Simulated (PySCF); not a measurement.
# One molecule, several mistakes: B2CH7Si cation

Calculated results; nothing here was measured. They come from PySCF 2.14.0, an open-source quantum chemistry program, on an isolated molecule that a program drew, which may never have been made. The molecule is B2CH7Si cation (charge +1, singlet), drawn as the SMILES string `[BH+]CB[SiH3]`.

Each row is a Hartree-Fock (HF) and frozen-core CCSD(T) single point in the cc-pV(D+d)Z basis, meant for a local HF minimum. Run 1 is clean. Each other run has one planted mistake out of seven kinds, and not every kind appears here: one electron removed, one electron added, multiplicity raised by two, geometry at a saddle point, minimal basis STO-3G, one bond length entered in bohr, all coordinates scaled. The reference is restricted for singlets and unrestricted otherwise, and also for a bond in bohr. Adding or removing an electron swaps singlet and doublet. Electrons count all cores. HOMO and LUMO are orbital energies over both spins, the gradient is its largest component, and the lowest frequency (negative if imaginary) is given only where the gradient is small. Bond lengths are over the 10 bonds as drawn. T1 is the CCSD diagnostic: over 0.02 (restricted) or 0.045 (unrestricted) a single reference is doubtful.

Geometry of the clean run:
```xyz
11
B2CH7Si cation, angstrom
B    -0.0550   -1.8021    1.4081
C     0.0336   -0.3456    1.4304
B     0.7502   -0.0077   -0.0180
Si    0.6360    1.8600   -0.8655
H    -0.0594   -2.9717    1.3006
H    -0.8694    0.2209    1.6600
H     0.8241   -0.0698    2.1548
H     1.3508   -0.9061   -0.5437
H    -0.3132    1.7097   -1.9903
H     1.9807    2.2371   -1.3390
H     0.1198    2.8183    0.1332
```

```
run,electrons,basis functions,<S^2>,HOMO (eV),LUMO (eV),gradient (hartree/bohr),lowest frequency (cm^-1),mean bond (Å),longest bond (Å),T1,HF (hartree),CCSD(T) (hartree),mistake
1,36,100,0.000,-15.59,-4.41,1.7e-05,29,1.4170,2.054,0.0158,-379.92419,-380.37847,no fault
2,36,100,2.014,-12.37,-6.11,5.8e-02,-,1.4170,2.054,0.0239,-379.80813,-380.25143,multiplicity raised by two
3,37,100,0.765,-6.64,1.62,5.3e-02,-,1.4170,2.054,0.0144,-380.12602,-380.59333,one electron added
4,35,100,0.759,-22.52,-12.93,9.6e-02,-,1.4170,2.054,0.0179,-379.40177,-379.82668,one electron removed
5,36,31,0.000,-14.09,-2.13,2.6e-02,-,1.4170,2.054,0.0139,-375.54931,-375.76729,?
6,36,100,0.855,-13.01,-4.40,8.9e-03,-,1.5482,2.787,0.0415,-379.81437,-380.25688,?
```

**Which mistake was planted in run 5, and what did it cost?**

It has 31 basis functions where the clean run has 100, with the same electrons and geometry. So the mistake is: minimal basis STO-3G. Subtracting run 1 and multiplying by 627.51 kcal/mol a hartree, the energy moved by 2745.3 kcal/mol in HF and 2893.6 kcal/mol in CCSD(T).

**Which mistake was planted in run 6, and what did it cost?**

The mean bond changes by a factor of 1.093 and the longest by 1.357, so the molecule wasn't scaled as a whole. A length L in bohr read as angstrom grows by (1/0.5292 - 1) L = 0.890 L. The 10 bonds together grew by 10 x 0.1312 = 1.312 Å, which gives L = 1.475 Å. That is the length of one of the H-Si bonds, 1.475 Å in the clean geometry. So the mistake is: one bond length entered in bohr. Subtracting run 1 and multiplying by 627.51 kcal/mol a hartree, the energy moved by 68.9 kcal/mol in HF and 76.3 kcal/mol in CCSD(T).

